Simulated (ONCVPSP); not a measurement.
Reading a pseudo-wave (potassium)

Columns: radius, all-electron u(r) and pseudo u(r) of the 4s shell (level -2.32 eV) of potassium in the configuration [Ar] 4s1; PBE, scalar-relativistic, ONCV scheme, ONCVPSP 4.0.1.

```json
{"r (bohr)": "0.217", "all-electron": "0.1033", "pseudo": "0.0175"}
{"r (bohr)": "0.435", "all-electron": "0.0265", "pseudo": "0.0350"}
{"r (bohr)": "0.652", "all-electron": "-0.1230", "pseudo": "0.0530"}
{"r (bohr)": "0.870", "all-electron": "-0.1912", "pseudo": "0.0731"}
{"r (bohr)": "1.088", "all-electron": "-0.1768", "pseudo": "0.0970"}
{"r (bohr)": "1.305", "all-electron": "-0.1124", "pseudo": "0.1248"}
{"r (bohr)": "1.522", "all-electron": "-0.0264", "pseudo": "0.1560"}
{"r (bohr)": "1.740", "all-electron": "0.0641", "pseudo": "0.1891"}
{"r (bohr)": "1.957", "all-electron": "0.1488", "pseudo": "0.2229"}
{"r (bohr)": "2.175", "all-electron": "0.2241", "pseudo": "0.2577"}
{"r (bohr)": "2.392", "all-electron": "0.2879", "pseudo": "0.2940"}
{"r (bohr)": "2.610", "all-electron": "0.3408", "pseudo": "0.3321"}
{"r (bohr)": "2.827", "all-electron": "0.3830", "pseudo": "0.3702"}
{"r (bohr)": "3.045", "all-electron": "0.4160", "pseudo": "0.4058"}
{"r (bohr)": "3.262", "all-electron": "0.4407", "pseudo": "0.4351"}
{"r (bohr)": "3.480", "all-electron": "0.4584", "pseudo": "0.4566"}
{"r (bohr)": "3.697", "all-electron": "0.4704", "pseudo": "0.4701"}
{"r (bohr)": "3.915", "all-electron": "0.4775", "pseudo": "0.4775"}
{"r (bohr)": "4.132", "all-electron": "0.4802", "pseudo": "0.4802"}
{"r (bohr)": "4.350", "all-electron": "0.4789", "pseudo": "0.4789"}
{"r (bohr)": "4.567", "all-electron": "0.4740", "pseudo": "0.4740"}
{"r (bohr)": "4.785", "all-electron": "0.4660", "pseudo": "0.4660"}
{"r (bohr)": "5.002", "all-electron": "0.4553", "pseudo": "0.4553"}
{"r (bohr)": "5.220", "all-electron": "0.4423", "pseudo": "0.4423"}
{"r (bohr)": "5.437", "all-electron": "0.4276", "pseudo": "0.4276"}
{"r (bohr)": "5.655", "all-electron": "0.4114", "pseudo": "0.4114"}
```

Q: How many radial nodes do the two functions have?

A: The all-electron 4s function has n − l − 1 = 3 (the table is too coarse to show those close to the nucleus); the pseudo-wave has 0, since the states of the same l below it are removed with the core.

Q: At about which radius was the pseudo-wave matched?

A: 4.00 bohr. The columns agree to 0.0005 from 3.70 bohr on; several derivatives are matched, so the curves merge somewhat inside the radius.

Q: Is the pseudo-wave norm-conserving?

A: Yes: the ONCV scheme keeps the norm inside the radius equal to the all-electron one, which fixes the energy derivative of the logarithmic derivative at the level.
